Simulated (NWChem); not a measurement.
Species: SiO$_{2}$ anion, doublet; SMILES of the neutral closed-shell parent O=[Si]=O

```xyz
3

O      1.4759     0.0000    -0.2738
Si     0.0000     0.0000     0.2933
O     -1.4759     0.0000    -0.2738
```
Atoms are numbered in this order, from 1.

Computed with NWChem. Spin-unrestricted. In the optimisation the excess spin sits in a1 (C2v, its own frame). Sets without diffuse functions describe the anion's extra electron poorly. The geometry was optimised at B3LYP/def2-SVPD, spin-unrestricted. The spin multiplicity was typed, not searched, and may not be the lowest. No stability test was run on the SCF state. Fermi-contact couplings, non-relativistic, static geometry.

Question: Predict the results for UHF/IGLO-II. Quantities: A(iso) 29Si atom 2 (MHz); A(iso) 17O atom 3 (MHz); <S²>.

Answer: 
- A(iso) 29Si atom 2 (MHz): -650
- A(iso) 17O atom 3 (MHz): -61.8
- <S²>: 0.764
